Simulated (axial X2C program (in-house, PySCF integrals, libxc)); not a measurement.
**Potential curves of LiNi⁺, with spin–orbit coupling**

All values were computed with an in-house all-electron X2C program for linear molecules (integrals from PySCF). Two-component (2c) means X2C with spin–orbit coupling and atomic mean-field two-electron Coulomb and Gaunt terms. Basis: Ni dyall-cv3z [9s9p6d3f2g], Li dyall-cv3z [7s8p2d] (cores contracted in-house); Gaussian nuclei, density fitting, unrestricted open shells. Masses: Ni 57.935 u, Li 7.016 u.

State: Ω = 3 (⟨Sz⟩ = 1.00, ⟨Lz⟩ = 2.00 at HF). Energies in cm⁻¹ from the lowest point of each curve. Fits are polynomials in 1 − R0/R over 0.85 to 1.23 times the lowest point R0.

```tsv
R (Å)	CCSD(T)	CCSD	PW91
2.2646			948
2.3687	1356	1389	377
2.4468	786	809	135
2.5249	395	411	18
2.6030	150	160	0
2.6941	13	17	79
2.7852	0	0	237
2.9023	120	116	526
3.0455			962
3.2538			1677
```

Correlated methods: 10 electrons correlated (number of frozen shells: Ni 3 s, 2 p; Li 1 s), 224 virtual spin orbitals or spinors in MP2, 90 natural virtuals in coupled cluster.

Occupations by symmetry block were frozen at the best pattern of an incomplete PBE0 search. Density functionals use the spin component along the axis (collinear). Coupled cluster ran in a truncated set of natural virtual spinors; the MP2 energy of the rest was added. (T) has no such correction and the atoms are truncated less, which lowers De at CCSD(T) by a hundredth of an eV or more. Other states lie close and PBE0, whose exact exchange favours high spin, may order them wrongly; the determinant shown need not be the ground state. The nearest other 2c determinant of the search, Ω = 2, lies 0.13 eV up at the distance of the search. Without a current term, density functionals place determinants with orbital angular momentum somewhat too high. With several unpaired electrons one determinant need not be a pure state. At some level and bond length an empty orbital lies below a filled one. The determinant is spin-polarised beyond a pure state at some levels (its spin-free form has ⟨S²⟩ too high), which makes Re and μ there less reliable. Coupled cluster ran on the points near the minimum only. MP2 and coupled cluster on one determinant become unreliable at the stretched end.

**Question.** Fit the CCSD(T) curve near its minimum: give the equilibrium distance and the harmonic wavenumber.

**Answer.** At CCSD(T), 2c: Re = 2.749 Å, ωe ≈ 262 cm⁻¹; Be follows as 0.356 cm⁻¹.

**Question.** What are Re and ωe at the CCSD level?

**Answer.** At CCSD, 2c: Re = 2.753 Å, ωe ≈ 262 cm⁻¹; Be follows as 0.355 cm⁻¹.

**Question.** What are Re and ωe at the PW91 level?

**Answer.** At PW91, 2c: Re = 2.579 Å, ωe ≈ 273 cm⁻¹; Be follows as 0.405 cm⁻¹.
